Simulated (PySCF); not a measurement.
**Polarisability and C₆ of Mg (magnesium, neutral)**

[Ne] 3s1 3p1, high-spin 3P determinant (an excited configuration). All numbers are calculated (PySCF 2.14, the spin-free X2C one-electron Hamiltonian (Gaussian nucleus), in aug-cc-pCVTZ-DK (8s7p5d3f, 75 functions)). Coupled (time-dependent) response in atomic units; α is the mean over directions.

| method | mean α (bohr³) | α xx, yy, zz | C₆ (like pair) | S(−4) |
| --- | --- | --- | --- | --- |
| M06 | 110.1 | 87.40, 155.4, 87.40 | 1029 | 12880 |

S(−4) is the Cauchy moment in α(ω) = α(0) + S(−4) ω² + …

α(iu) at M06:

| u (hartree) | α(iu) (bohr³) |
| --- | --- |
| 0 | 110.1 |
| 0.0500 | 88.80 |
| 0.100 | 61.25 |
| 0.200 | 29.30 |
| 0.300 | 16.13 |
| 0.500 | 6.897 |
| 0.750 | 3.451 |
| 1.00 | 2.146 |
| 1.50 | 1.150 |
| 2.00 | 0.7652 |
| 3.00 | 0.4450 |
| 5.00 | 0.2257 |

The components differ because the open shell of this determinant is not spherical; for a pure term their mean is the scalar polarisability.
